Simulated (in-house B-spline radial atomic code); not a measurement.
**Ionising In4+ with different functionals**

Computed with a B-spline radial code for spherical atoms: scalar-relativistic (spin-free X2C) Hamiltonian, Fermi nucleus of rms radius 4.6156 fm, spin-polarised at highest spin, spherical fractional occupations for the functionals, the average over the highest-spin determinants for Hartree-Fock. The ionisation energy is the difference of two self-consistent energies, [Kr] 4d9 → [Kr] 4d8, without Breit or QED terms; ε is the level of the shell that loses the electron (its least bound occupied spin orbital). There is no spin-orbit coupling in this Hamiltonian.

Hybrids are left out here: with spherical fractional occupations of an open shell their exact exchange keeps a self-interaction that integer-occupation calculations don't have.

| method | rung | ΔSCF (eV) | -ε(4d) (eV) |
| --- | --- | --- | --- |
| Hartree-Fock | Hartree-Fock | 71.85 | 73.53 |
| LDA VWN5 | LDA | 73.75 | 64.91 |
| LDA PW92 | LDA | 73.74 | 64.90 |
| LDA exchange-only | LDA | 71.80 | 63.03 |
| PBE | GGA | 73.48 | 64.65 |
| PBEsol | GGA | 73.46 | 64.63 |
| BLYP | GGA | 73.31 | 64.49 |
| RPBE | GGA | 73.41 | 64.58 |
| PW91 | GGA | 73.58 | 64.74 |
| BP86 | GGA | ? | ? |
| AM05 | GGA | 73.49 | 64.64 |
| OLYP | GGA | 73.74 | 64.89 |
| TPSS | meta-GGA | 73.40 | 64.58 |
| SCAN | meta-GGA | 73.64 | 64.91 |
| r2SCAN | meta-GGA | 73.69 | 64.96 |
| revTPSS | meta-GGA | ? | ? |

What does BP86 give?

ΔSCF 73.56 eV, and -ε(4d) = 64.73 eV.

What does revTPSS give?

ΔSCF 73.33 eV, and -ε(4d) = 64.52 eV.

How do they compare with the NIST value?

NIST lists 69 eV ± 1.2 (semi-empirical, ground level to ground level). Errors run from +2.50 to +4.45 eV. The correlated functionals all miss on the same side by more than they spread, so the cause is common to them (spin-orbit coupling, Breit-QED terms, multiplet and fine-structure energies, or a listed next ion that isn't the cheapest removal here) and closeness doesn't rank the functionals. Hartree-Fock also lacks correlation.
